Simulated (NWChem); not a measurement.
# Lowest excitation of CF₂

```
C
F 1 1.2986
F 1 1.2986 2 104.83
```
Charge 0, spin multiplicity 1.

Program: NWChem. The geometry was optimised at B3LYP/def2-SVP, a minimum by its harmonic frequencies.

Basis set: def2-SVPD. CR-EOMCCSD(T) is the triples correction to the same EOM-CCSD root.

```json
[
 {"method": "CIS", "lowest vertical singlet excitation energy (eV)": "5.18", "difference from EOM-CCSD": "+0.12"},
 {"method": "TD-PBE", "lowest vertical singlet excitation energy (eV)": "4.67", "difference from EOM-CCSD": "-0.40"},
 {"method": "TD-B3LYP", "lowest vertical singlet excitation energy (eV)": "4.69", "difference from EOM-CCSD": "-0.37"},
 {"method": "TD-BHandHLYP", "lowest vertical singlet excitation energy (eV)": "4.71", "difference from EOM-CCSD": "-0.35"},
 {"method": "EOM-CCSD", "lowest vertical singlet excitation energy (eV)": "5.06", "difference from EOM-CCSD": "0.00"},
 {"method": "CR-EOMCCSD(T)", "lowest vertical singlet excitation energy (eV)": "4.91", "difference from EOM-CCSD": "-0.15"}
]
```

The values span 0.51 eV, from TD-PBE (lowest) to CIS (highest). 

The correlated methods keep 3 core orbitals frozen. B3LYP has NWChem's definition, with VWN1-RPA local correlation. The structure started from a generated list of species. No row is a measurement; the coupled-cluster row has its own basis-set and correlation limits.
